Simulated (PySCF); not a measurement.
C4H6FO2Si (doublet state).
SMILES with atom numbers: `[H]/[C:1]=[C:2](/[F:3])[C:4](=[O:5])[CH2:6][SiH2:7][OH:8]` (hydrogens: H9 on C1; H10, H11 on C6; H12, H13 on Si7; H14 on O8)

Cartesian coordinates in Å at the GFN2-xTB level; atoms count from 1:
```xyz
14
C4H6FO2Si angstrom
C      2.3233    1.8027   -0.9928
C      1.6551    0.7112   -0.7974
F      1.9691   -0.4636   -1.3991
C      0.4681    0.5704    0.1454
O     -0.1513    1.5425    0.5206
C      0.0966   -0.8083    0.4727
Si    -1.4624   -1.1543   -0.6362
O     -2.4836    0.0710   -0.4025
H      2.2354    2.7955   -0.6221
H     -0.2344   -0.8543    1.5085
H      0.8836   -1.5306    0.2978
H     -2.0893   -2.3592   -0.1148
H     -1.0353   -1.2309   -2.0282
H     -2.1755    0.9074   -0.0437
```

The hyperfine couplings belong to this conformer and change with its torsions.

Computed with UKS B3LYP, pcH-1 on C F H O Si, non-relativistic, mean-field spin-orbit, GIAO in PySCF. The structure is a single GFN2-xTB conformer in the gas phase; no vibrational or solvent corrections. A GFN2-xTB geometry isn't a minimum of the functional, and hyperfine couplings can be far from their values at a DFT geometry. The frame is twisted about the C2–C4 bond at this geometry (dihedral F3–C2–C4–C6 = 14°); couplings at other torsion angles weren't computed. The SCF solution wasn't tested for stability.

Principal values of hyperfine tensors in MHz (contact, dipolar and spin–orbit terms together), for some of the nuclei:

| atom | isotope | A1 | A2 | A3 |
| --- | --- | --- | --- | --- |
| C1 | 13C | 243.98 | 268.76 | 472.31 |
| F3 | 19F | 38.30 | 101.60 | 273.43 |
| C2 | 13C | -66.45 | -44.89 | -16.71 |
| C4 | 13C | 31.97 | 33.30 | 49.72 |
| H9 | 1H | -15.30 | 8.44 | 60.26 |
| H10 | 1H | 6.37 | 7.41 | 9.88 |
| H11 | 1H | -0.28 | 0.94 | 4.33 |
| O5 | 17O | -2.56 | -1.52 | 5.13 |

Give the isotropic coupling of each nucleus in MHz and in mT (g = 2.0021), and the anisotropic part.

a_iso = (A1 + A2 + A3)/3, Ti = Ai − a_iso; 1 mT corresponds to 28.022 MHz. The tensors hold a spin–orbit part: the run splits a_iso into a_FC + a_SO, and T includes its anisotropic share.

```csv
atom,a_iso (MHz),a_FC,a_SO,a_iso (mT),T1,T2,T3
C1,328.35,328.45,-0.10,11.718,-84.37,-59.59,143.96
F3,137.78,137.16,0.62,4.917,-99.48,-36.18,135.65
C2,-42.68,-42.65,-0.03,-1.523,-23.77,-2.21,25.98
C4,38.33,38.34,-0.01,1.368,-6.36,-5.03,11.39
H9,17.80,17.79,0.01,0.635,-33.10,-9.36,42.46
H10,7.89,7.89,0.00,0.281,-1.52,-0.48,1.99
H11,1.66,1.66,0.00,0.059,-1.94,-0.72,2.67
O5,0.35,0.34,0.01,0.012,-2.91,-1.87,4.78
```

What spin density at the nucleus of C1 lies behind its contact coupling (g_N = 1.40482)?

a_FC = 800.24 MHz bohr³ × g_N × ρ(0)/(2S). With a_FC = 328.45 MHz and 2S = 1, ρ(0) = 0.2922 bohr⁻³.

C6 (13C, g_N = 1.40482) isn't in the table. Its spin density at the nucleus is 0.01136 bohr⁻³. What is its contact coupling?

By the same relation, a_FC = 12.78 MHz. Its full tensor has the principal values 10.77, 11.17, 16.39 MHz.

Which nucleus of the table has the largest anisotropic coupling, and what is its form?

C1: -84.4, -59.6, 144.0 MHz (the dipolar term alone has -84.3, -59.6, 143.9), rhombic: the two smaller values differ by 17 % of the largest.

In a single crystal, with the field along each principal axis of the tensor of F3 in turn, what first-order splitting does this nucleus give (isotropic g, quadrupole terms neglected)?

2 lines (I = 1/2), spaced by |A_i|/(g × 13.996): 1.37, 3.63, 9.76 mT along the axes of A1, A2 and A3.
